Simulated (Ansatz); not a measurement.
The same path of CH9AlN2Si (14 atoms, charge 0, multiplicity 1) was run 3 times with different band settings. The coordinate that changes most is the height of N1 over the plane of its neighbours.

Method: Ansatz 0.2.0, RKS LDA/cc-pVDZ.

Relaxed end points:

```xyz
14
Properties=species:S:1:pos:R:3
N -1.215 1.186 1.787
C -0.739 0.839 0.460
Si 0.049 -0.857 0.681
N 0.944 -1.335 -0.760
Al 1.105 -0.465 -2.326
H -1.793 2.039 1.773
H -0.417 1.386 2.407
H -0.049 1.565 -0.048
H -1.607 0.714 -0.229
H 0.979 -0.763 1.881
H -1.022 -1.872 1.019
H 1.416 -2.249 -0.683
H 0.350 0.942 -2.461
H 1.987 -1.159 -3.472
```

```xyz
14
Properties=species:S:1:pos:R:3
N -1.258 1.458 1.678
C -0.631 1.036 0.427
Si 0.096 -0.689 0.658
N 0.897 -1.353 -0.763
Al 1.075 -0.567 -2.372
H -1.980 0.771 1.952
H -0.562 1.433 2.441
H 0.148 1.775 0.131
H -1.382 1.060 -0.395
H 1.053 -0.599 1.836
H -1.048 -1.582 1.113
H 1.300 -2.294 -0.636
H 0.431 0.893 -2.518
H 1.850 -1.372 -3.521
```

Common settings: climbing image yes; optimiser quadratic models (default); start path through a guess of the saddle point; force threshold 0.05 eV/Å; iteration limit 60; end points relaxed.

| run | movable images | spring |
| --- | --- | --- |
| 1 | 9 | 5.0 eV/Å² |
| 2 | 1 | 5.0 eV/Å² |
| 3 | 9 | 0.1 eV/Å² |

**Question.** What does each run give, and how far can it be trusted?

**Answer.** Run 1: converged after 14 iterations, highest image 0.187 eV above the first end. A vibrational analysis at the climbing image gives one clearly imaginary mode, 606i cm⁻¹, and a faint second one (31i cm⁻¹) that may be numerical noise or a soft torsion: probably a first-order saddle point.
Run 2: converged after 30 iterations, highest image 0.180 eV above the first end. The order of the stationary point at the top wasn't checked. So few images can step over the top or miss a turn of the path.
Run 3: converged after 17 iterations, highest image 0.185 eV above the first end. Another band between the same ends (9 images) ends at a top of the same energy, where a vibrational analysis finds 1 clearly imaginary mode.
